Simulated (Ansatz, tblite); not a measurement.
Redistribution: CH3I + CHBrI2 → CH2I2 + CH2BrI

Species: CH3I (methyl iodide) `CI`, singlet; CHBrI2 `BrC(I)I`, singlet; CH2I2 (diiodomethane) `ICI`, singlet; CH2BrI (bromoiodomethane) `BrCI`, singlet. The partners trade H for I; both sit on C, so the bond types are kept.

Shapes, held fixed at every level: PBE0-D4/def2-TZVP. Programs: Ansatz 0.2.0, tblite 0.8.0. The zero-point and thermal change to 298 K, harmonic and unscaled (PBE0-D4/def2-TZVP), is +1.3 kJ/mol.

Problem. Estimate ΔH(298 K) of this reaction.

Solution. The highest level, CCSD(T)/def2-TZVPP, gives ΔH(298 K) = -8.5 kJ/mol; the levels span -9.3 to -3.3. The column of differences is taken from that level and isn't an error. No measured value is set beside it here. For atoms past krypton def2 sets carry core potentials with scalar relativity. Relativity is left out for Br unless named. Correlated rows may include outer-core shells of Br, I, which these sets cover unevenly. Times are processor times on shared x86 and Arm servers, and rough.

```
               level                   kind  ΔH(298 K) (kJ/mol)  less CCSD(T)/def2-TZVPP  CPU time (sum over the molecules)
            GFN2-xTB         semi-empirical                -9.0                     -0.5                             0.98 s
    SPW92/def2-TZVPP                    LDA                -5.7                     +2.8                               15 s
r2SCAN-D4/def2-TZVPP               meta-GGA                -8.0                     +0.5                               50 s
 BHLYP-D4/def2-TZVPP          global hybrid                -9.2                     -0.7                               44 s
   B2PLYP/def2-TZVPP          double hybrid                -9.1                     -0.6                               63 s
      MP2/def2-TZVPP    perturbation theory                -3.3                     +5.2                                  –
       CCSD/def2-SVP  coupled cluster or CI                -9.3                     -0.8                                  –
  CCSD(T)/def2-TZVPP  coupled cluster or CI                -8.5                      0.0                             21 min
```
